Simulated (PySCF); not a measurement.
# Spinor energies of Se(6+) (selenium, charge +6)

Start: [Ar] 3d10. Calculated with PySCF 2.14 in x2c-TZVPPall-2c with one added diffuse shell each of s, p, d type (7s8p5d1f, 63 functions): generalised Hartree-Fock with the X2C-1e Hamiltonian and a Gaussian nucleus; spin-orbit coupling (SO) screened by Boettger's factors.

```
spinor shell  electrons  ε, screened SO (eV)  weight of nominal j (screened SO)  rms radius, screened SO (bohr)
       1s1/2          2             -12827.5                              1.000                          0.0508
       2s1/2          2              -1784.6                              1.000                           0.212
       2p1/2          2              -1604.3                              1.000                           0.187
       2p3/2          4              -1561.9                              1.000                           0.190
       3s1/2          2              -337.21                              1.000                           0.612
       3p1/2          2              -273.93                              1.000                           0.626
       3p3/2          4              -267.61                              1.000                           0.636
       3d3/2          4              -158.03                              1.000                           0.675
       3d5/2          6              -157.08                              1.000                           0.678
```

```json
{"quantity": "E (hartree)", "screened SO": "-2418.98501"}
{"quantity": "M_J", "screened SO": "0"}
{"quantity": "⟨J²⟩", "screened SO": "0.000"}
{"quantity": "⟨L²⟩", "screened SO": "0.002"}
{"quantity": "⟨S²⟩", "screened SO": "0.002"}
```
